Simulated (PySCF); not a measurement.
## Ionisation energy of C⁴⁺ by level of theory

C⁴⁺ 1s2 (1S) → C⁵⁺ 1s1 (2S), as a difference of total energies. Calculation: PySCF 2.14, in an uncontracted even-tempered set (17 s from 1.2 bohr⁻², ratio 2.2; 7 p from 1.9 bohr⁻², ratio 2.4; 4 d from 5.8 bohr⁻², ratio 2.4; 3 f from 8.8 bohr⁻², ratio 2.4; 3 g from 13 bohr⁻², ratio 2.4); the spin-free X2C one-electron Hamiltonian (Gaussian nucleus). Correlated levels: nothing frozen; virtual orbitals above 40 to 60 times the deepest correlated orbital energy dropped. The calculations carry no spin-orbit coupling.

| method | ionisation energy (eV) |
| --- | --- |
| UHF | 390.92 |
| MP2 (all electrons) | 392.09 |
| SCS-MP2 (all electrons) | 392.32 |
| CCSD (all electrons) | 392.14 |

Task: How much does correlation contribute at MP2 (all electrons)?

Result: 392.09 − (390.92) = 1.17 eV, measured against UHF.

With two correlated electrons CCSD is exact in that space.

For comparison: 392.09 eV (theoretical estimate listed by NIST; NIST Atomic Spectra Database, ionization energies).
